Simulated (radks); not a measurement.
Removal energies from the holmium ion Ho4+, [Xe] 4f(5/2: 6, 7/2: 3), by Delta-SCF beside the eigenvalue of the level emptied. Calculated with a radial shooting solver on a logarithmic mesh with Libxc functionals: Dirac Kohn-Sham, relativistic LDA (MacDonald-Vosko exchange, VWN5 correlation), spin-unpolarised, spherical densities, finite nucleus; Fermi nuclear charge, rms radius of each element as measured or else 0.836 A^(1/3) + 0.57 fm. Sub-shells are occupied by j as written (lower j first in brackets).

removed from,final configuration,Delta-SCF (eV),-eigenvalue (eV)
4f7/2,"[Xe] 4f(5/2: 6, 7/2: 2)",66.700,55.489
4f5/2,"[Xe] 4f(5/2: 5, 7/2: 3)",67.892,56.610
5p3/2,"[Kr] 4d10 4f(5/2: 6, 7/2: 3) 5s2 5p(1/2: 2, 3/2: 3)",76.259,68.770
5p1/2,"[Kr] 4d10 4f(5/2: 6, 7/2: 3) 5s2 5p(1/2: 1, 3/2: 4)",82.662,74.828
